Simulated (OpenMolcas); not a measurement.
Tc4+.

```yaml
Program: OpenMolcas
Basis: ANO-RCC-VTZP [7s6p4d2f1g]
Scalar_Hamiltonian: DKH2, point nucleus
Active_space: 9 electrons in 8 orbitals (RAS1 4p, at most 2 holes; RAS2 4d)
State_averaging: 2S+1 = 4 even, 10 roots; 2S+1 = 2 even, 40 roots
Spin-orbit_coupling: RASSI with atomic mean-field integrals over the reference wave functions, term energies averaged over their components
```

Two sets of levels on these reference wave functions, in cm⁻¹ above 4d³ ⁴F_3/2: one from RASSCF and one from MS-RASPT2, IPEA 0.25 Eh, imaginary shift 0.1 Eh (closed shells correlated: 4s).

```json
{"Level": "4d³ ⁴F_3/2", "Set 1": "0.0", "Set 2": "0.0"}
{"Level": "4d³ ⁴F_5/2", "Set 1": "1109", "Set 2": "1096"}
{"Level": "4d³ ⁴F_7/2", "Set 1": "2470", "Set 2": "2470"}
{"Level": "4d³ ⁴F_9/2", "Set 1": "3990", "Set 2": "4010"}
{"Level": "4d³ ⁴P_3/2", "Set 1": "12060", "Set 2": "13960"}
{"Level": "4d³ ⁴P_1/2", "Set 1": "12120", "Set 2": "14000"}
{"Level": "4d³ ⁴P_5/2", "Set 1": "13880", "Set 2": "15740"}
{"Level": "4d³ ²G_7/2", "Set 1": "14070", "Set 2": "16380"}
{"Level": "4d³ ²G_9/2", "Set 1": "14940", "Set 2": "17420"}
{"Level": "4d³ ²P_1/2", "Set 1": "17500", "Set 2": "19600"}
{"Level": "4d³ ²D_5/2(1)", "Set 1": "20750", "Set 2": "22530"}
{"Level": "4d³ ²H_9/2", "Set 1": "19390", "Set 2": "22770"}
{"Level": "4d³ ²H_11/2", "Set 1": "19700", "Set 2": "23300"}
{"Level": "4d³ ²F_7/2", "Set 1": "29420", "Set 2": "34420"}
{"Level": "4d³ ²F_5/2", "Set 1": "29840", "Set 2": "34850"}
{"Level": "4d³ ²D_5/2(2)", "Set 1": "46050", "Set 2": "50900"}
```

Question: Which set is which?

Answer: Set 1 is MS-RASPT2. Its levels of the other terms of 4d³ lie at 0.85 to 0.92 of the other set's values, as expected, since terms of lower spin or lower L gain more correlation energy than the Hund ground term.

CASPT2 does not keep the components of a term degenerate, so their means are used; among the terms shown or strongly mixed into the levels shown the widest spread is 1400 cm-1 (4d³ ⁴F, MS-RASPT2). Active for correlation alone: 4p; no level in the range computed is led by a configuration that opens it, so any true level of that kind is missing. Without dynamic correlation excited terms often stand tens of per cent too high (terms of higher spin than the ground term too low), and those without a measured partner can miss by more than the paired ones (holds for RASSCF). The CASPT2 spread within a term exceeds the gap to the next term for 4d³ ²H and 4d³ ²D(1), so the order of their levels is uncertain (holds for MS-RASPT2). Only configurations of the active space appear. Levels that lie high or do not pair safely by name in every column are left out.

A number in round brackets counts repeated terms of one configuration in the order of the reference energies.
